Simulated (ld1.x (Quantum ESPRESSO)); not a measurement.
## Rh (Z = 45): excitation energies, all-electron against TM

Rh (Z = 45), norm-conserving Troullier–Martins (Kleinman–Bylander form), made with ld1.x (Quantum ESPRESSO) 7.5 (LDA (PZ), scalar-relativistic). Core [Kr], reference 4d8 5s1 5p0. Waves: 5p (bound, empty): rc 3.30 bohr; 4d (bound): rc 2.10 bohr; 5s (bound): rc 2.00 bohr. Local part: the s channel. Core correction: none.

Energies are relative to the spin-unpolarised reference configuration 4d8 5s1 5p0; without spin polarisation the order of configurations can differ from experiment. Spin-polarised rows fill each open shell by Hund’s rule, majority spin first. The frozen-core shift is the all-electron ΔE with the core orbitals held at their reference shape minus the fully relaxed ΔE.

Question: Give the all-electron excitation energy and the error of the potential for: 4d8 5s0 5p0; 4d7 5s0 5p0; 4d6 5s0 5p0; 4d9 5s0 5p0; 4d7 5s1 5p1; 4d7 5s2 5p0; 4d8 5s0.5 5p0; 4d8 5s1 5p0 (spin-polarised); 4d8 5s0 5p0 (spin-polarised).

Answer:

| valence configuration | charge | ΔE all-electron (eV) | error AE − PS (meV) | frozen-core shift (meV) |
| --- | --- | --- | --- | --- |
| 4d8 5s0 5p0 | +1 | 7.791 | +1.0 | +3.2 |
| 4d7 5s0 5p0 | +2 | 27.558 | -64 | +54 |
| 4d6 5s0 5p0 | +3 | 60.294 | -389 | +350 |
| 4d9 5s0 5p0 | 0 | -0.843 | -58 | +25 |
| 4d7 5s1 5p1 | 0 | 6.621 | -85 | +40 |
| 4d7 5s2 5p0 | 0 | 2.381 | -64 | +37 |
| 4d8 5s0.5 5p0 | +0.5 | 3.078 | -0.2 | +1.1 |
| 4d8 5s1 5p0 (spin-polarised) | 0 | -0.883 | +435 | +1.2 |
| 4d8 5s0 5p0 (spin-polarised) | +1 | 7.225 | +411 | +4.6 |
